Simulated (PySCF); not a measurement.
Run record: geometry optimisation, H6SSn2.

Method: PBE0-D3(BJ)/def2-SVP geometry optimisation, gas phase, def2 core potentials past Kr (PySCF 2.14.0). Start geometry: GFN2-xTB. The input is one job of a driver script: a line of settings, then coordinates in Å.

Command:
```bash
OMP_NUM_THREADS=1 python probes_run.py task.json out
```

Input:
```
{"job": {"xc": "PBE0", "basis": "def2-SVP", "d3": "d3bj", "grid": 1, "maxiter": 40, "shake": 0.03, "kind": "geom"}, "charge": 0, "multiplicity": 1}
Sn    -1.014970    -1.425610     0.827350
H     -0.837010    -0.722050     2.334300
H     -1.345100    -3.003620     0.870420
H     -2.328880    -0.607370     0.143760
S      0.854880    -1.090560    -0.582920
Sn     1.113310     1.299070    -0.859370
H      2.746930     1.474650    -1.282470
H      0.159400     1.846560    -2.082810
H      0.784180     2.159500     0.606080
```

Output:
```
step   0  E = -830.12398144  max force = 0.031267
step   1  E = -830.13034899  max force = 0.008547
step   2  E = -830.13132670  max force = 0.002483
step   3  E = -830.13154528  max force = 0.000872
step   4  E = -830.13160329  max force = 0.000576
step   5  E = -830.13164530  max force = 0.000356
step   6  E = -830.13165263  max force = 0.000228
optimisation converged
```

Energies in Eh; «max force» is the largest Cartesian gradient component in Eh/bohr.

How much energy does the optimisation release, in kJ/mol?

E(step 0) − E(last step) = 0.007671 Eh, which is 20.1 kJ/mol.

Give the first gradient maximum in eV/Å.

With 1 Eh/bohr = 51.422 eV/Å, 1.608 eV/Å.

In short: final energy -830.13165 Eh after 6 steps; dipole 1.69 D.

Give the final coordinates.

0.147 Å rms from the input after alignment:
```
atom  x, y, z in Å
Sn1   -1.0170   -1.3331    0.7745
H2    -0.7315   -0.6212    2.3067
H3    -1.3204   -3.0098    0.9104
H4    -2.3076   -0.5293   -0.0186
S5     0.9882   -1.1567   -0.5786
Sn6    1.1024    1.2527   -0.8171
H7     2.7079    1.5889   -1.2953
H8    -0.0216    1.7673   -2.0035
H9     0.7323    1.9717    0.6958
```

How long does this job take on one thread of an Arm Neoverse V2, no GPU, shared host with 32 logical CPUs at a one-minute load of 11? And the peak memory of the process?

About 30 s, with 0.40 GiB resident at the peak, the Python interpreter and its libraries included.
Labels such as C1 count atoms from 1, the log's own numbers from 0.
